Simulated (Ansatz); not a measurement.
`CBCCO` → `[CH2]BC`• + `[CH2]O`• at 600 K and 1 bar (homolysis of the C–C bond).

Calculated with Ansatz (gas phase, PBE0-D4/def2-TZVP geometries, no zero-point term in ΔE). CBS: MP2 limit from def2 TZ/QZ plus the TZ coupled-cluster correction, frozen cores. Open shells (•) are unrestricted, without spin–orbit coupling. One conformer a species, not always the lowest.

```tsv
species	CCSD(T)/CBS energy (Eh)	H − E (kJ/mol)	S (J/(mol·K))
`CBCCO`	-219.53431	379.5	453.5
`[CH2]BC`•	-104.45017	235.1	362.2
`[CH2]O`•	-114.95134	126.6	279.4
```

H − E and S are ideal-gas, rigid-rotor, harmonic terms from PBE0-D4/def2-TZVP, for one conformer and one mirror image of each species, with the whole ground term of open shells counted as degenerate. 1 Eh = 2625.50 kJ/mol, R = 8.31446 J/(mol·K).

Problem. By hand: ΔE, ΔH, ΔS and ΔG.

Solution. ΔE = (-104.45017) + (-114.95134) − (-219.53431) = 0.13280 Eh = 348.7 kJ/mol. Δ(H − E) = 235.1 + 126.6 − 379.5 = -17.8, so ΔH = 330.9 kJ/mol. ΔS = 362.2 + 279.4 − 453.5 = 188.1 J/(mol·K). ΔG = 330.9 − 600 × (188.1)/1000 = 218.0 kJ/mol.

Problem. By hand: the equilibrium constant, and the temperature at which ΔG would vanish if ΔH and ΔS stayed fixed.

Solution. log₁₀ K = −ΔG/(RT ln 10) = -19.0. ΔG = 0 at ΔH/ΔS = 1759 K.

The number of gas molecules changes by +1, which sets the sign of ΔS. A doubt of 5 kJ/mol in ΔE shifts log₁₀ K by 0.4 here. Other conformers and mirror images would add mixing entropy, several J/(mol·K) or more a flexible species. These are equilibria of isolated gas molecules and say nothing of rates. Largest T1 diagnostic: 0.016 (customary marks: 0.02 for closed shells, 0.045 for open ones).
